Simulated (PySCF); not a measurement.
A calculated (PBE0, PySCF 2.14, aug-cc-pVTZ, the non-relativistic Hamiltonian (point nucleus)) atom or ion has these occupied shells.

```tsv
shell	electrons	orbital energy (eV)	rms radius, mean of both spins (bohr)
1s α	1	-5372.7	0.0776
1s β	1	-5372.6	0.0776
2s α	1	-616.81	0.337
2s β	1	-615.62	0.337
2p α	3	-520.67	0.305
2p β	3	-519.67	0.305
3s α	1	-82.691	1.03
3s β	1	-79.106	1.03
3p α	3	-55.958	1.11
3p β	3	-52.124	1.11
3d α	3	-16.006	1.53
4s α	1	-12.044	3.24
```

(1) Name the element and its charge.

Answers

(1) V⁺ (vanadium, charge +1), in [Ar] 3d3 4s1, high-spin 5F determinant (an excited configuration).
